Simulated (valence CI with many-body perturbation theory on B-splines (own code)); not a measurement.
# E1 line list for Lu LVII

Method: relativistic CI+MBPT: five valence electrons over a frozen Dirac-Fock core [Ne], a basis of 9 s, 9 p, 8 d, 6 f, 3 g, 1 h functions for each j, with the one-electron correlation potential Σ1, the two-electron term Σ2, the three-electron term Σ3, Breit, model QED; selected CI, second order for the rest (own B-spline code, finite nucleus).

The last digits are not significant, and no measured levels were compared; by estimate large intervals hold to a few tenths of a per cent, small ones and those within an open d or f shell to about a per cent. Among the levels kept, up to 560 cm⁻¹ of a level comes from second order outside the variational space, and about a tenth of that is noise between levels of different J, which matters for small intervals.

Lines 151 to 200 of 229 in falling wavelength, among levels below 59.274 Ry, chosen from the strongest by gf and those to the six lowest levels. Wavelengths and rates use the calculated energies. Electric multipoles are in the length gauge, E1 and E2 with the static RPA response of the core. Weak lines are less certain than strong ones. Lines between different terms over intervals too small for the method are left out, as are lines whose strength nearly cancels. The highest levels of a list are the least certain.

Levels are named by their leading jj configuration (3d3/2^4 stands for four electrons in 3d with j = 3/2), which in mixed levels can hold well under half, so a name can repeat and another be missing. Letters in brackets count levels of one name in rising energy.

| λ vac (nm) | Upper | Lower | A (s⁻¹) | S (a.u.) |
| --- | --- | --- | --- | --- |
| 4.040 | (3s^2 3p1/2 3d3/2 3d5/2) J=3/2 | (3s^2 3p1/2 3p3/2 3d3/2) J=3/2 [a] | 1.65e+11 | 2.15e-02 |
| 4.039 | (3s^2 3p1/2 3p3/2 3d5/2) J=7/2 [b] | (3s^2 3p1/2 3p3/2^2) J=5/2 | 3.95e+11 | 1.03e-01 |
| 4.039 | (3s^2 3p1/2 3d3/2 3d5/2) J=3/2 | (3s^2 3p1/2 3p3/2 3d3/2) J=1/2 [a] | 9.67e+10 | 1.26e-02 |
| 4.034 | (3s 3p1/2^2 3p3/2 3d5/2) J=3/2 [b] | (3s 3p1/2^2 3p3/2^2) J=3/2 | 2.56e+10 | 3.32e-03 |
| 4.016 | (3s^2 3p1/2 3d3/2 3d5/2) J=1/2 | (3s^2 3p1/2 3p3/2 3d3/2) J=3/2 [a] | 6.92e+10 | 4.42e-03 |
| 4.015 | (3s^2 3p1/2 3d3/2 3d5/2) J=1/2 | (3s^2 3p1/2 3p3/2 3d3/2) J=1/2 [a] | 2.45e+11 | 1.57e-02 |
| 4.000 | (3s^2 3p1/2 3d3/2 3d5/2) J=3/2 | (3s^2 3p1/2 3p3/2 3d3/2) J=5/2 [a] | 3.86e+10 | 4.87e-03 |
| 3.934 | (3s^2 3p1/2 3p3/2 3d5/2) J=3/2 [b] | (3s^2 3p1/2 3p3/2^2) J=5/2 | 5.86e+10 | 7.04e-03 |
| 3.904 | (3s^2 3p1/2 3p3/2 3d5/2) J=5/2 [b] | (3s^2 3p1/2 3p3/2^2) J=3/2 | 5.26e+11 | 9.26e-02 |
| 3.866 | (3s 3p1/2^2 3p3/2 3d5/2) J=7/2 [b] | (3s 3p1/2^2 3p3/2^2) J=5/2 | 1.39e+11 | 3.17e-02 |
| 3.798 | (3s^2 3p1/2 3p3/2 3d5/2) J=3/2 [b] | (3s^2 3p1/2 3p3/2^2) J=3/2 | 5.38e+07 | 5.82e-06 |
| 3.788 | (3s^2 3p1/2 3d3/2 3d5/2) J=5/2 | (3s 3p1/2^2 3p3/2^2) J=3/2 | 6.26e+09 | 1.01e-03 |
| 3.755 | (3s^2 3p1/2 3p3/2 3d5/2) J=1/2 | (3s^2 3p1/2 3p3/2^2) J=3/2 | 6.36e+10 | 3.33e-03 |
| 3.717 | (3s^2 3p1/2 3d3/2 3d5/2) J=3/2 | (3s 3p1/2^2 3p3/2^2) J=3/2 | 7.09e+09 | 7.19e-04 |
| 3.713 | (3s 3p1/2^2 3p3/2 3d5/2) J=5/2 [b] | (3s 3p1/2^2 3p3/2^2) J=5/2 | 2.73e+10 | 4.15e-03 |
| 3.691 | (3s 3p1/2^2 3p3/2 3d5/2) J=3/2 [b] | (3s 3p1/2^2 3p3/2^2) J=5/2 | 2.40e+10 | 2.38e-03 |
| 3.522 | (3s^2 3p1/2 3d3/2 3d5/2) J=7/2 | (3s 3p1/2^2 3p3/2^2) J=5/2 | 6.46e+09 | 1.11e-03 |
| 3.462 | (3s 3p1/2^2 3p3/2 3d3/2) J=5/2 [a] | (3s^2 3p1/2^2 3d5/2) J=5/2 | 2.73e+08 | 3.35e-05 |
| 3.442 | (3s 3p1/2^2 3p3/2 3d3/2) J=3/2 [a] | (3s^2 3p1/2^2 3d5/2) J=5/2 | 1.42e+08 | 1.15e-05 |
| 3.384 | (3s^2 3p3/2^3) J=3/2 | (3s^2 3p1/2^2 3d3/2) J=3/2 | 1.10e+08 | 8.38e-06 |
| 3.370 | (3s 3p1/2^2 3p3/2 3d3/2) J=7/2 | (3s^2 3p1/2^2 3d5/2) J=5/2 | 1.09e+10 | 1.65e-03 |
| 3.216 | (3s 3p1/2^2 3p3/2 3d3/2) J=3/2 [b] | (3s^2 3p1/2^2 3d5/2) J=5/2 | 4.41e+09 | 2.90e-04 |
| 3.125 | (3s 3p1/2^2 3p3/2 3d3/2) J=5/2 [b] | (3s^2 3p1/2^2 3d5/2) J=5/2 | 5.42e+09 | 4.90e-04 |
| 2.904 | (3s 3p1/2 3p3/2^3) J=3/2 [a] | (3s^2 3p1/2 3p3/2^2) J=1/2 | 2.16e+10 | 1.05e-03 |
| 2.899 | (3s^2 3p1/2 3d3/2^2) J=5/2 | (3s^2 3p1/2^2 3d5/2) J=5/2 | 3.45e+08 | 2.49e-05 |
| 2.836 | (3s 3p1/2^2 3p3/2 3d3/2) J=5/2 [a] | (3s^2 3p1/2^2 3d3/2) J=3/2 | 2.85e+09 | 1.93e-04 |
| 2.823 | (3s 3p1/2^2 3p3/2 3d3/2) J=3/2 [a] | (3s^2 3p1/2^2 3d3/2) J=3/2 | 3.01e+10 | 1.33e-03 |
| 2.810 | (3s 3p1/2^2 3p3/2 3d3/2) J=1/2 [a] | (3s^2 3p1/2^2 3d3/2) J=3/2 | 2.83e+09 | 6.20e-05 |
| 2.809 | (3s 3p1/2 3p3/2^3) J=3/2 [a] | (3s^2 3p1/2 3p3/2^2) J=5/2 | 3.48e+10 | 1.52e-03 |
| 2.808 | (3s 3p1/2^2 3p3/2^2) J=5/2 | (3s^2 3p1/2^2 3p3/2) J=3/2 | 2.40e+11 | 1.57e-02 |
| 2.807 | (3s 3p1/2^2 3p3/2 3d5/2) J=5/2 [a] | (3s^2 3p1/2^2 3d5/2) J=5/2 | 1.45e+11 | 9.47e-03 |
| 2.760 | (3s 3p1/2^2 3p3/2 3d5/2) J=7/2 [a] | (3s^2 3p1/2^2 3d5/2) J=5/2 | 2.61e+10 | 2.17e-03 |
| 2.750 | (3s 3p1/2^2 3p3/2 3d5/2) J=3/2 [a] | (3s^2 3p1/2^2 3d5/2) J=5/2 | 9.88e+10 | 4.06e-03 |
| 2.739 | (3s 3p1/2 3p3/2^3) J=3/2 [a] | (3s^2 3p1/2 3p3/2^2) J=3/2 | 8.00e+11 | 3.24e-02 |
| 2.705 | (3s 3p1/2 3p3/2^3) J=5/2 | (3s^2 3p1/2 3p3/2^2) J=5/2 | 8.39e+11 | 4.92e-02 |
| 2.677 | (3s 3p1/2 3p3/2^3) J=1/2 | (3s^2 3p1/2 3p3/2^2) J=1/2 | 9.16e+11 | 1.74e-02 |
| 2.669 | (3s 3p1/2^2 3p3/2 3d3/2) J=3/2 [b] | (3s^2 3p1/2^2 3d3/2) J=3/2 | 4.29e+11 | 1.61e-02 |
| 2.664 | (3s 3p1/2 3p3/2^3) J=3/2 [b] | (3s^2 3p1/2 3p3/2^2) J=1/2 | 2.61e+11 | 9.75e-03 |
| 2.663 | (3s 3p1/2^2 3p3/2 3d5/2) J=7/2 [b] | (3s^2 3p1/2^2 3d5/2) J=5/2 | 6.93e+11 | 5.17e-02 |
| 2.640 | (3s 3p1/2 3p3/2^3) J=5/2 | (3s^2 3p1/2 3p3/2^2) J=3/2 | 2.15e+09 | 1.17e-04 |
| 2.637 | (3s 3p1/2^2 3p3/2^2) J=3/2 | (3s^2 3p1/2^2 3p3/2) J=3/2 | 6.51e+11 | 2.36e-02 |
| 2.632 | (3s^2 3p1/2 3d3/2^2) J=3/2 | (3s^2 3p1/2^2 3d5/2) J=5/2 | 5.60e+09 | 2.01e-04 |
| 2.629 | (3s 3p1/2^2 3p3/2^2) J=1/2 | (3s^2 3p1/2^2 3p3/2) J=3/2 | 4.76e+11 | 8.55e-03 |
| 2.606 | (3s 3p1/2^2 3p3/2 3d3/2) J=5/2 [b] | (3s^2 3p1/2^2 3d3/2) J=3/2 | 8.41e+11 | 4.40e-02 |
| 2.590 | (3s 3p1/2^2 3p3/2 3d5/2) J=5/2 [b] | (3s^2 3p1/2^2 3d5/2) J=5/2 | 3.94e+11 | 2.03e-02 |
| 2.584 | (3s 3p1/2^2 3p3/2 3d3/2) J=1/2 [b] | (3s^2 3p1/2^2 3d3/2) J=3/2 | 9.54e+11 | 1.62e-02 |
| 2.583 | (3s 3p1/2 3p3/2^3) J=3/2 [b] | (3s^2 3p1/2 3p3/2^2) J=5/2 | 1.49e+12 | 5.07e-02 |
| 2.579 | (3s 3p1/2^2 3p3/2 3d5/2) J=3/2 [b] | (3s^2 3p1/2^2 3d5/2) J=5/2 | 5.98e+11 | 2.02e-02 |
| 2.536 | (3s 3p1/2 3p3/2^3) J=1/2 | (3s^2 3p1/2 3p3/2^2) J=3/2 | 7.36e+11 | 1.19e-02 |
| 2.524 | (3s 3p1/2 3p3/2^3) J=3/2 [b] | (3s^2 3p1/2 3p3/2^2) J=3/2 | 1.73e+11 | 5.50e-03 |
